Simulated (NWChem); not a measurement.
Species: CHCl, singlet; SMILES Cl[CH]

All runs: NWChem. Pople sets run with spherical d functions. Low-valent species are run as closed-shell singlets; no triplet was tried in these runs. All runs use the structure optimised with PBE-D3(BJ)/def2-SVP.

**Question.** Order these by “highest occupied level (eV)”, lowest first: B3LYP/3-21G; B3LYP/def2-TZVPD; B3LYP/STO-3G.

**Answer.** B3LYP/def2-TZVPD (-7.01), B3LYP/3-21G (-6.62), B3LYP/STO-3G (-4.59)
